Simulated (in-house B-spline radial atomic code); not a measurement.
# Ionising the thallium ion Tl⁷⁺ with different functionals

Computed with a radial B-spline atomic code at the basis-set limit: scalar-relativistic (spin-free X2C) Hamiltonian, Fermi nucleus of rms radius 5.4759 fm, spin-polarised at highest spin, spherical fractional occupations for the functionals, the average over the highest-spin determinants for Hartree-Fock. The ionisation energy is the difference of two self-consistent energies, [Xe] 4f14 5d6 → [Xe] 4f14 5d5, without Breit or QED terms; ε is the level of the shell that loses the electron (its least bound occupied spin orbital). There is no spin-orbit coupling in this Hamiltonian.

Hybrids are left out here: with spherical fractional occupations of an open shell their exact exchange keeps a self-interaction that integer-occupation calculations don't have.

| method | rung | ΔSCF (eV) | -ε(5d) (eV) |
| --- | --- | --- | --- |
| Hartree-Fock | Hartree-Fock | 114.40 | 115.29 |
| LDA VWN5 | LDA | 116.80 | 108.12 |
| LDA PW92 | LDA | 116.80 | 108.12 |
| LDA exchange-only | LDA | 114.42 | 105.85 |
| PBE | GGA | 116.16 | 107.54 |
| PBEsol | GGA | 116.21 | 107.60 |
| BLYP | GGA | 116.21 | 107.50 |
| RPBE | GGA | 116.04 | 107.43 |
| PW91 | GGA | 116.32 | 107.68 |
| BP86 | GGA | ? | ? |
| AM05 | GGA | 116.32 | 107.70 |
| OLYP | GGA | 116.42 | 107.75 |
| TPSS | meta-GGA | ? | ? |
| SCAN | meta-GGA | 115.57 | 107.19 |
| r2SCAN | meta-GGA | 115.51 | 107.18 |
| revTPSS | meta-GGA | 116.00 | 107.40 |

(1) What does BP86 give?

(2) What does TPSS give?

(3) How do they compare with the NIST value?

Results:

(1) ΔSCF 116.36 eV, and -ε(5d) = 107.72 eV.

(2) ΔSCF 116.02 eV, and -ε(5d) = 107.41 eV.

(3) NIST lists 116 eV ± 2.1 (tabulated theory, ground level to ground level). Errors run from -1.60 to +0.80 eV; all lie within about twice that uncertainty, so the table can't rank the methods. Hartree-Fock also lacks correlation.
